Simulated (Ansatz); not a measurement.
Ideal-gas functions of CHFNOSi, SMILES `O=C=N[SiH]F` radical at 500 K and 1 bar, from an Ansatz frequency run at PBE0-D4/def2-TZVP.

Molar mass 90.11 g/mol, point group C1 (symmetry number 1), electronic degeneracy 2, moments of inertia 27.769, 271.809, 294.656 u Å². Harmonic wavenumbers (cm⁻¹, unscaled): 36, 102, 288, 609, 638, 656, 731, 773, 895, 1510, 2192, 2408.

Use S(trans) = R[1.5 ln M + 2.5 ln T − 1.1517]; rotational temperatures θ = 24.2544 K / I; S(rot) = R[ln(√π/σ · √(T³/θAθBθC)) + 1.5]; for each mode x = 1.438777 ν̃/T, S = R[x/(eˣ − 1) − ln(1 − e⁻ˣ)] and H = RT x/(eˣ − 1); 1 cm⁻¹ = 0.0119627 kJ/mol; R = 8.31446 J/(mol·K).

Q: By hand: the entropy, in J/(mol·K).

A: Translation 175.7. Rotation: θ = 0.8734, 0.0892, 0.0823 K, giving 115.7. Vibration, mode by mode: 27.17, 18.54, 10.11, 4.64, 4.34, 4.17, 3.51, 3.19, 2.42, 0.58, 0.11, 0.06, in all 78.8. Electronic 5.8. Sum 376.0 J/(mol·K).

Q: By hand: H − E and G − E in kJ/mol, counted from the electronic energy.

A: Zero-point energy ½ × 10838 × 0.0119627 = 64.8; thermal vibration 18.1; translation, rotation and pV give 4 RT = 16.6. H − E = 99.5 kJ/mol, and G − E = 99.5 − 500 × 376.0/1000 = -88.5 kJ/mol.

Vibration gives 21 % of the entropy, 45.7 J/(mol·K) of it from the modes under 150 cm⁻¹: soft modes count most, and the harmonic formula is weakest for them. The sum counts one conformer and one mirror image; others add a mixing term.
